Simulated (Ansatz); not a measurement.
F₃La, singlet, at a GFN2-xTB geometry (such geometries of metal compounds can be far from the true shape) (core potentials on La). Base run: PBE0/def2-SV(P) (Ansatz, a quantum-chemistry and plane-wave program).

Ansatz was given this input:
Ansatz 0.2 input:
```yaml
crystal:
  periodic: [false, false, false]
  atoms:
    - {symbol: La, position_ang: [0.03101627, -0.05651823, -0.13480663]}
    - {symbol: F, position_ang: [-1.70864996, -0.89419144, 0.33144867]}
    - {symbol: F, position_ang: [-0.05107305, 1.90142145, -0.45924858]}
    - {symbol: F, position_ang: [1.56328666, -0.64928125, 0.98157523]}
basis:
  gaussian:
    orbitals: def2-SV_P_.json
hamiltonian:
  xc: pbe0
```
The basis file holds def2-SV(P) in the JSON format of the Basis Set Exchange.

The base run was repeated with changes; each row names its change, and settings that it needs were set with it.

```tsv
change	ΔE vs base (kcal/mol)
base	0.000
nuclear_model = gaussian	?
point_charge = charge:-1.0 position_ang:3.0811, -2.9839, -2.1099	-13.12
lower_state_search = off	0.000
final_grid = 10, 20, 41	0.000
point_charge = charge:0.5 position_ang:-1.3773, -4.6564, -0.2404	0.97
fitting.mean_field = def2-universal-JKFIT	0.008
lower_state_search = light	0.000
forces = on	0.000
point_charge = charge:1.0 position_ang:-2.156, -4.3801, 0.0127	-2.56
final_grid = 6, 12, 29	0.007
```

Task: Some entries are withheld; supply them.

Result: 
- nuclear_model = gaussian, ΔE vs base (kcal/mol): 0.040
